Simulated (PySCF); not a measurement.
BrHSTe, SMILES S[Te]Br. The structure is a stationary point at PBE0-D3(BJ)/def2-SVP. The def2 effective core potentials stand for the cores of Te; spin–orbit coupling is left out. One conformer was computed; it need not be the lowest.

Calculation: PBE0-D3(BJ)/def2-SVP run with PySCF 2.14.0.

Harmonic wavenumbers (cm⁻¹): 104, 250, 349, 369, 778, 2686. Rotational constants (GHz): 4.202, 1.219, 0.9511; symmetry number 1.

Problem. Work out the zero-point energy and the ideal-gas rigid-rotor harmonic-oscillator thermochemistry at 298.15 K and 1 atm.

Solution. ZPE = ½ Σ hcν = ½ × 4535 cm⁻¹ = 6.48 kcal/mol. H − E(el) = 10.11 kcal/mol. Entropy in cal/(mol K): translation 42.33, rotation 28.58, vibration 7.59, total 78.51. G − E(el) = -13.30 kcal/mol. Cp = 15.46 cal/(mol K). Modes under 150 cm⁻¹ make the vibrational entropy uncertain.
